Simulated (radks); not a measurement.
Co3.75+, 23.25 electrons, occupied as [Ne] 3s2 3d(up 3, down 3) 3p(up 3, down 2.25) (fractional occupations, a model configuration). All-electron calculation, non-relativistic Kohn-Sham, BLYP, spin-polarised, spherical densities, point nucleus. Program: a radial shooting solver on a logarithmic mesh with Libxc functionals.

Unscreened Slater integrals over Kohn-Sham orbitals (eV). They are taken over the spin-up orbitals.

F0(3d,3d): 28.227
F2(3d,3d): 13.354
F4(3d,3d): 8.3674
F0(3d,3p): 29.374
F2(3d,3p): 14.092
G1(3d,3p): 17.330
G3(3d,3p): 10.622
F0(3d,3s): 29.821
G2(3d,3s): 13.208
F0(3p,3p): 30.845
F2(3p,3p): 15.492
F0(3p,3s): 31.314
G1(3p,3s): 20.775
F0(3s,3s): 31.827

Derived for the open shells (J is the average intra-shell exchange parameter used in DFT+U). 3d: Racah B = F2/49 - 5 F4/441 = 0.1777 eV, C = 35 F4/441 = 0.6641 eV, C/B = 3.74, F4/F2 = 0.627, J = (F2 + F4)/14 = 1.552 eV. 3p: J = F2/5 = 3.098 eV.
